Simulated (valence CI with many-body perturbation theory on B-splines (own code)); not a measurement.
E1 line list for Hf39+

Computed by configuration interaction combined with many-body perturbation theory (CI+MBPT): five valence electrons over a frozen Dirac-Fock core [Ar] 3d10, radial functions for each j: 11 s, 11 p, 10 d, 8 f, 5 g, 2 h, with the one-electron correlation potential Σ1 (screened to all orders), the two-electron term Σ2, the three-electron term Σ3, Breit, model QED; selected single and double excitations, second order for the rest, scaled by the run's own slope (own B-spline code, finite nucleus).

The last digits are not significant, and no measured levels were compared; by estimate large intervals hold to a few tenths of a per cent, small ones and those within an open d or f shell to about a per cent. Among the levels kept, up to 2100 cm⁻¹ of a level comes from second order outside the variational space, and about a tenth of that is noise between levels of different J, which matters for small intervals.

Lines 51 to 100 of 513 in falling wavelength, among levels below 502.15 eV, chosen from the strongest by gf and those to the six lowest levels. Wavelengths and rates use the calculated energies. Electric multipoles are in the length gauge with retardation, E1 and E2 with the static RPA response of the core. Weak lines are less certain than strong ones. Lines between different terms over intervals too small for the method are left out, as are lines whose strength nearly cancels. Where a level lies close to another of its J and parity, the split of strength between their lines is uncertain. The highest levels of a list are the least certain.

Levels are named by their leading jj configuration (3d3/2^4 stands for four electrons in 3d with j = 3/2), which in mixed levels can hold well under half, so a name can repeat and another be missing. Letters in brackets count levels of one name in rising energy.

| λ vac (Å) | Upper | Lower | A (s⁻¹) | S (a.u.) |
| --- | --- | --- | --- | --- |
| 92.15 | (4s^2 4p1/2 4p3/2 4d3/2) J=3/2 [a] | (4s^2 4p1/2 4p3/2^2) J=1/2 | 1.26e+09 | 1.95e-03 |
| 91.88 | (4s^2 4p1/2 4p3/2 4d3/2) J=1/2 [a] | (4s^2 4p1/2 4p3/2^2) J=1/2 | 9.67e+08 | 7.40e-04 |
| 87.89 | (4s^2 4p1/2 4p3/2 4d3/2) J=5/2 [a] | (4s^2 4p1/2 4p3/2^2) J=5/2 | 5.00e+09 | 1.00e-02 |
| 87.85 | (4s^2 4p1/2 4p3/2 4d3/2) J=3/2 [a] | (4s^2 4p1/2 4p3/2^2) J=5/2 | 4.32e+09 | 5.78e-03 |
| 86.87 | (4s 4p1/2^2 4d3/2 4d5/2) J=7/2 [b] | (4s 4p1/2^2 4p3/2 4d5/2) J=7/2 [a] | 1.72e+10 | 4.45e-02 |
| 84.70 | (4s^2 4p1/2 4p3/2 4d3/2) J=3/2 [a] | (4s^2 4p1/2 4p3/2^2) J=3/2 | 2.50e+09 | 2.99e-03 |
| 84.59 | (4s^2 4p1/2^2 4d3/2) J=3/2 | (4s^2 4p1/2^2 4p3/2) J=3/2 | 7.92e+09 | 9.47e-03 |
| 84.47 | (4s^2 4p1/2 4p3/2 4d3/2) J=1/2 [a] | (4s^2 4p1/2 4p3/2^2) J=3/2 | 2.74e+09 | 1.63e-03 |
| 82.73 | (4s 4p1/2^2 4p3/2 4d3/2) J=5/2 [a] | (4s 4p1/2^2 4p3/2^2) J=5/2 | 3.63e+09 | 6.09e-03 |
| 82.26 | (4s 4p1/2^2 4p3/2 4d3/2) J=3/2 [a] | (4s 4p1/2^2 4p3/2^2) J=5/2 | 1.16e+10 | 1.27e-02 |
| 78.71 | (4s 4p1/2^2 4d3/2 4d5/2) J=9/2 | (4s 4p1/2^2 4p3/2 4d5/2) J=9/2 | 2.32e+10 | 5.58e-02 |
| 78.24 | (4s^2 4p1/2 4p3/2 4d5/2) J=7/2 [a] | (4s^2 4p1/2 4p3/2^2) J=5/2 | 6.50e+08 | 1.23e-03 |
| 76.80 | (4s^2 4p1/2 4p3/2 4d5/2) J=5/2 [a] | (4s^2 4p1/2 4p3/2^2) J=5/2 | 1.03e+10 | 1.38e-02 |
| 76.64 | (4s 4p1/2^2 4p3/2 4d3/2) J=5/2 [b] | (4s 4p1/2^2 4p3/2^2) J=5/2 | 1.07e+10 | 1.43e-02 |
| 76.55 | (4s 4p1/2^2 4p3/2 4d3/2) J=3/2 [b] | (4s 4p1/2^2 4p3/2^2) J=5/2 | 1.05e+10 | 9.32e-03 |
| 76.51 | (4s^2 4p1/2 4p3/2 4d5/2) J=3/2 [a] | (4s^2 4p1/2 4p3/2^2) J=3/2 | 1.05e+09 | 9.28e-04 |
| 75.93 | (4s 4p1/2^2 4p3/2^2) J=5/2 | (4s^2 4p1/2^2 4p3/2) J=3/2 | 9.30e+09 | 1.21e-02 |
| 75.90 | (4s^2 4p1/2 4d3/2 4d5/2) J=9/2 | (4s^2 4p1/2 4p3/2 4d3/2) J=7/2 | 1.42e+10 | 3.07e-02 |
| 75.81 | (4s 4p3/2^3 4d5/2) J=9/2 | (4s^2 4p3/2^2 4d5/2) J=7/2 | 1.77e+10 | 3.80e-02 |
| 75.05 | (4s^2 4p1/2 4p3/2 4d3/2) J=5/2 [b] | (4s^2 4p1/2 4p3/2^2) J=3/2 | 1.61e+10 | 2.02e-02 |
| 74.66 | (4s^2 4p1/2 4p3/2 4f5/2) J=9/2 | (4s^2 4p1/2 4p3/2 4d5/2) J=7/2 [b] | 2.96e+10 | 6.07e-02 |
| 74.23 | (4s 4p1/2^2 4d3/2 4d5/2) J=5/2 [b] | (4s 4p1/2^2 4p3/2 4d3/2) J=3/2 [b] | 2.27e+10 | 2.75e-02 |
| 74.05 | (4s 4p1/2^2 4p3/2 4d3/2) J=3/2 [a] | (4s^2 4p1/2^2 4d3/2) J=3/2 | 5.12e+09 | 4.10e-03 |
| 73.69 | (4s^2 4p1/2 4d3/2 4d5/2) J=7/2 [b] | (4s^2 4p1/2 4p3/2 4d3/2) J=5/2 [b] | 2.51e+10 | 3.97e-02 |
| 73.56 | (4s^2 4p1/2 4p3/2 4d5/2) J=3/2 [b] | (4s^2 4p1/2 4p3/2^2) J=1/2 | 2.20e+10 | 1.73e-02 |
| 73.44 | (4s^2 4p3/2 4d3/2 4d5/2) J=5/2 [d] | (4s^2 4p3/2^2 4d3/2) J=3/2 [b] | 4.00e+10 | 4.69e-02 |
| 73.35 | (4s^2 4p3/2^2 4f5/2) J=9/2 | (4s^2 4p3/2^2 4d3/2) J=7/2 | 5.22e+10 | 1.02e-01 |
| 73.21 | (4s 4p1/2^2 4d3/2 4d5/2) J=7/2 [a] | (4s 4p1/2^2 4p3/2 4d3/2) J=5/2 [a] | 9.76e+10 | 1.51e-01 |
| 73.05 | (4s 4p1/2 4p3/2^2 4d3/2) J=5/2 [d] | (4s^2 4p1/2 4p3/2 4d3/2) J=3/2 [b] | 5.91e+10 | 6.83e-02 |
| 72.74 | (4s^2 4p3/2^2 4f5/2) J=7/2 | (4s^2 4p3/2^2 4d3/2) J=5/2 | 3.76e+10 | 5.71e-02 |
| 72.73 | (4s 4p1/2^2 4d3/2 4d5/2) J=5/2 [a] | (4s 4p1/2^2 4p3/2 4d3/2) J=3/2 [a] | 9.22e+10 | 1.05e-01 |
| 72.61 | (4s 4p1/2 4p3/2^2 4d5/2) J=7/2 [c] | (4s^2 4p1/2 4p3/2 4d5/2) J=5/2 [b] | 2.07e+10 | 3.12e-02 |
| 72.59 | (4s^2 4p1/2 4p3/2 4d5/2) J=1/2 | (4s^2 4p1/2 4p3/2^2) J=1/2 | 7.52e+10 | 2.84e-02 |
| 72.48 | (4s 4p1/2^2 4p3/2 4d5/2) J=1/2 | (4s 4p1/2^2 4p3/2^2) J=1/2 | 2.35e+11 | 8.82e-02 |
| 72.43 | (4s 4p1/2 4p3/2^2 4d3/2) J=9/2 | (4s^2 4p1/2 4p3/2 4d3/2) J=7/2 | 5.31e+10 | 9.95e-02 |
| 72.37 | (4s 4p1/2^2 4d3/2 4d5/2) J=9/2 | (4s 4p1/2^2 4p3/2 4d3/2) J=7/2 | 6.84e+10 | 1.28e-01 |
| 72.23 | (4s 4p1/2 4p3/2^2 4d5/2) J=1/2 [c] | (4s 4p1/2 4p3/2^3) J=1/2 | 1.06e+11 | 3.93e-02 |
| 72.12 | (4s^2 4p1/2 4p3/2 4f7/2) J=5/2 [a] | (4s^2 4p1/2 4p3/2 4d5/2) J=5/2 [a] | 5.39e+10 | 5.99e-02 |
| 71.84 | (4s^2 4p1/2 4d3/2 4d5/2) J=7/2 [a] | (4s^2 4p1/2 4p3/2 4d3/2) J=5/2 [a] | 8.53e+10 | 1.25e-01 |
| 71.76 | (4s^2 4p1/2 4p3/2 4f7/2) J=5/2 [c] | (4s^2 4p1/2 4p3/2 4d5/2) J=7/2 [b] | 2.75e+10 | 3.01e-02 |
| 71.73 | (4s 4p1/2^2 4d3/2 4d5/2) J=3/2 [a] | (4s 4p1/2^2 4p3/2 4d3/2) J=1/2 [a] | 1.29e+11 | 9.39e-02 |
| 71.72 | (4s^2 4p1/2 4p3/2 4f7/2) J=3/2 | (4s^2 4p1/2 4p3/2 4d5/2) J=1/2 | 6.44e+10 | 4.69e-02 |
| 71.71 | (4s 4p1/2^2 4d3/2 4d5/2) J=3/2 [a] | (4s 4p1/2^2 4p3/2 4d3/2) J=3/2 [a] | 3.68e+10 | 2.68e-02 |
| 71.65 | (4s 4p1/2^2 4d3/2 4d5/2) J=7/2 [b] | (4s 4p1/2^2 4p3/2 4d3/2) J=7/2 | 3.53e+10 | 5.13e-02 |
| 71.55 | (4s^2 4p1/2 4p3/2 4f5/2) J=7/2 [b] | (4s^2 4p1/2 4p3/2 4d5/2) J=5/2 [b] | 3.08e+10 | 4.45e-02 |
| 71.51 | (4s^2 4p1/2 4p3/2 4f7/2) J=3/2 | (4s^2 4p1/2 4p3/2 4d5/2) J=5/2 [b] | 4.38e+10 | 3.16e-02 |
| 71.46 | (4s^2 4p1/2 4d3/2 4d5/2) J=5/2 | (4s^2 4p1/2 4p3/2 4d3/2) J=3/2 [a] | 1.13e+11 | 1.22e-01 |
| 71.43 | (4s^2 4p1/2 4d3/2 4d5/2) J=5/2 | (4s^2 4p1/2 4p3/2 4d3/2) J=5/2 [a] | 7.19e+10 | 7.76e-02 |
| 71.41 | (4s 4p1/2^2 4p3/2 4d5/2) J=3/2 [b] | (4s 4p1/2^2 4p3/2^2) J=1/2 | 1.79e+11 | 1.28e-01 |
| 71.32 | (4s 4p1/2 4p3/2^2 4d5/2) J=3/2 [d] | (4s 4p1/2 4p3/2^3) J=3/2 | 1.96e+11 | 1.41e-01 |
